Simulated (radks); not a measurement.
The numbers below are computed, except where a source is named.
Fractional charge and spin in the 3p shell of chromium: the spin-up occupation runs from 2 to 3 and the spin-down occupation from 2 to 3; the fullest corner is Cr+, [Ne] 3s2 3d(up 2.5, down 2.5) 3p(up 3, down 3). Level of theory: scalar-relativistic Kohn-Sham, r2SCAN, spin-polarised, spherical densities, finite nucleus; meta-GGA in the generalised Kohn-Sham scheme; Fermi nuclear charge, rms radius of each element as measured or else 0.836 A^(1/3) + 0.57 fm (a radial shooting solver on a logarithmic mesh with Libxc functionals). Energy (eV) above the fullest corner. The planes named below are the two flat planes that join the four corners, with an edge along up + down = one added electron.

| down \ up | 2 | 2.5 | 3 |
|---|---|---|---|
| 2 | 139.305 | 97.884 | 60.761 |
| 2.5 | 97.884 | 61.242 | 28.588 |
| 3 | 60.761 | 28.588 | 0.000 |

Corners above the fullest one (they belong to Cr2+ and the next ion): (up 3, down 2) 60.761 eV, (up 2, down 3) 60.761 eV, (up 2, down 2) 139.31 eV. With half an added electron in each spin the energy lies 0.481 eV from the planes, and with half an added electron in spin up alone -2.149 eV. The planes are only a guide here: the flat-plane condition holds for ground states with one frontier orbital, while this shell lies below other occupied shells, so the corners above the fullest one are inner-hole states and not the ground states of those ions.
